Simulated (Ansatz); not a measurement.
Reaction (redistribution): `F[SiH2][Si](Cl)(Cl)Cl` + `COB(Cl)Cl` → `ClB(Cl)[Si](Cl)(Cl)Cl` + `CO[SiH2]F`

Computed with Ansatz on PBE0-D4/def2-TZVP structures; ΔE is electronic, products minus reactants. CCSD(T)/CBS adds triple-zeta CCSD(T) − MP2 to the extrapolated MP2 energy (def2 sets, frozen cores). One conformer a species, not always the lowest.

| level | ΔE (kcal/mol) |
| --- | --- |
| SCS-MP2/def2-TZVPP | 4.8 |
| CCSD/CBS(def2) | 5.8 |

Problem. What does CCSD(T)/CBS give? (Estimate.)

Solution. Computed: +5.6 kcal/mol. The listed levels differ from it by -0.8, 0.2 kcal/mol.

Largest T1 diagnostic among the species: 0.012.

From BLYP to BHLYP (50 % exact exchange), in def2-TZVPP and without D4, ΔE moves by −1.0 kcal/mol. Leaving LDA and LC-ωPBE aside and taking each functional with its dispersion term where it has one, the values, not all of them listed here, spread over 2.4 kcal/mol, from ωB97M-V to PBE-D4. The D4 term adds −0.9 kcal/mol with B3LYP and −0.5 kcal/mol with PBE0; it sums over pairs of atoms, weighted by their polarisabilities, and B3LYP, whose exchange is more repulsive, gets the larger term.

CCSD(T)/CBS has its own doubt, a few kJ/mol and more with outer-core shells, so smaller differences from it don't rank the levels.

B3LYP here is the variant with VWN-RPA as its local correlation; programs differ in this.
